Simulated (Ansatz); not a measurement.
The Ansatz (an electronic-structure program) input:
Ansatz 0.2 input:
```yaml
crystal:
  periodic: [false, false, false]
  atoms:
    - {symbol: B, position_ang: [-0.00000000, 0.00000000, -0.00000000]}
    - {symbol: F, position_ang: [-0.00659779, 1.30036204, -0.00088081]}
    - {symbol: F, position_ang: [1.12944220, -0.64446528, 0.00325160]}
    - {symbol: F, position_ang: [-1.12284440, -0.65589676, -0.00237079]}
basis:
  gaussian:
    orbitals: STO-3G
hamiltonian:
  xc: {name: SVWN5}
```

Question: Predict the total energy from SVWN5/STO-3G run with Ansatz.

Answer: -317.675793 Ha

Question: Estimate the number of basis functions that SVWN5/STO-3G returns for this input.

Answer: 20
